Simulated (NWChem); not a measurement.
Molecule: AlP₂H₅; SMILES [PH2][AlH][PH2]

```xyz
8

Al    -0.7859    -0.0150     0.0000
H     -2.3696    -0.1707     0.0000
P      0.3649    -0.1012    -2.0265
H     -0.5157     0.8143    -2.6812
H      1.3348     0.8862    -1.6738
P      0.3649    -0.1012     2.0265
H      1.3348     0.8862     1.6738
H     -0.5157     0.8143     2.6812
```
Atoms are numbered in this order, from 1.

All runs: NWChem. Medium grid unless said otherwise, to which SCAN and Minnesota functionals are sensitive. Geometry: optimised at PBE0/def2-SVP.

**Question.** What does the run give for r2SCAN0/def2-SVP? Quantities: highest occupied level (eV); orbital gap (eV); dipole (D).

**Answer.** 
| Item | Result |
|---|---|
| highest occupied level (eV) | -7.15 |
| orbital gap (eV) | 5.63 |
| dipole (D) | 1.77 |
